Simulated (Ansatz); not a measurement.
Ideal-gas functions of CH2BClOS (`OB(Cl)C=S`) at 800 K and 1 bar, from an Ansatz frequency run at PBE0-D4/def2-TZVP.

Molar mass 108.36 g/mol, point group Cs (symmetry number 1), electronic degeneracy 1, moments of inertia 59.684, 332.841, 392.524 u Å². Harmonic wavenumbers (cm⁻¹, unscaled): 85, 191, 281, 406, 490, 708, 709, 857, 928, 1102, 1170, 1333, 1427, 3119, 3667.

Use S(trans) = R[1.5 ln M + 2.5 ln T − 1.1517]; rotational temperatures θ = 24.2544 K / I; S(rot) = R[ln(√π/σ · √(T³/θAθBθC)) + 1.5]; for each mode x = 1.438777 ν̃/T, S = R[x/(eˣ − 1) − ln(1 − e⁻ˣ)] and H = RT x/(eˣ − 1); 1 cm⁻¹ = 0.0119627 kJ/mol; R = 8.31446 J/(mol·K).

Problem. By hand: the entropy, in J/(mol·K).

Solution. Translation 187.8. Rotation: θ = 0.4064, 0.0729, 0.0618 K, giving 126.8. Vibration, mode by mode: 23.94, 17.24, 14.08, 11.11, 9.63, 6.85, 6.84, 5.49, 4.96, 3.87, 3.51, 2.79, 2.44, 0.20, 0.09, in all 113.0. Electronic 0.0. Sum 427.6 J/(mol·K).

Problem. By hand: H − E and G − E in kJ/mol, counted from the electronic energy.

Solution. Zero-point energy ½ × 16473 × 0.0119627 = 98.5; thermal vibration 44.7; translation, rotation and pV give 4 RT = 26.6. H − E = 169.8 kJ/mol, and G − E = 169.8 − 800 × 427.6/1000 = -172.3 kJ/mol.

Vibration gives 26 % of the entropy, 23.9 J/(mol·K) of it from the mode under 150 cm⁻¹: soft modes count most, and the harmonic formula is weakest for them. The sum counts one conformer and one mirror image; others add a mixing term.
